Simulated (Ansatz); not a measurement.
Consider the redistribution: `C[Si](N)(O)O[SiH3]` + `[CH3][GeH]` → `C[Si](C)(N)O` + `[SiH3][O][GeH]`.

Computed with Ansatz on PBE0-D4/def2-TZVP structures; ΔE is electronic, products minus reactants. CCSD(T)/CBS adds triple-zeta CCSD(T) − MP2 to the extrapolated MP2 energy (def2 sets, frozen cores). Functionals use def2-TZVPP. B3LYP here is the variant with VWN-RPA as its local correlation; programs differ in this. For Ge outer-core shells are correlated without core-valence functions, which leaves a few kJ/mol of doubt a bond. Scalar relativity is left out up to krypton. One conformer a species, not always the lowest.

| level | ΔE (kJ/mol) |
| --- | --- |
| B3LYP-D4 | 26.9 |
| ωB97X-V | 26.6 |
| r2SCAN | 26.6 |
| SCS-MP2/def2-TZVPP | 29.0 |

**Question.** What does CCSD(T)/CBS give? (Estimate.)

**Answer.** Ansatz gave: +31.6 kJ/mol. The listed levels differ from it by -4.7, -5.0, -5.0, -2.6 kJ/mol.

Largest T1 diagnostic among the species: 0.014.

In def2-TZVPP, CCSD(T) changes the Hartree–Fock value by −11.2 kJ/mol (the triples alone add −3.3 kJ/mol) and MP2 by −13.9 kJ/mol. From PBE to PBE0 (25 % exact exchange), in def2-TZVPP and without D4, ΔE moves by +9.4 kJ/mol.
